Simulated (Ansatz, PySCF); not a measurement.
Gas-phase reaction in SMILES: Cl (HCl) -> Cl atom + H atom (the Cl-H bond at the site shown breaks; other sites are not compared here)
Geometries: B3LYP-D3(BJ)/def2-TZVP minima from Ansatz (a program for electronic structure).

Property: bond dissociation energy (enthalpy at 298 K, with B3LYP-D3(BJ) rigid-rotor harmonic-oscillator terms from PySCF), in kJ/mol. Cores are frozen in the correlated levels unless marked. UHF or UKS for open shells. No spin-orbit coupling. Non-relativistic. CBS(X,Y): correlation extrapolated as X^-3; Hartree-Fock from the larger set (for Q and 5 zeta extrapolated as (X+1)exp(-9√X)).

```tsv
level	program	bond dissociation energy (kJ/mol)
HF/6-31G	Ansatz	237.9
HF/def2-QZVPPD	Ansatz	308.3
```

Q: Predict the CCSD(T)/CBS(cc-pV(Q+d)Z,cc-pV(5+d)Z) result (Ansatz).

A: 435.7 kJ/mol, so HF/def2-QZVPPD differs from it by -127.4 kJ/mol.
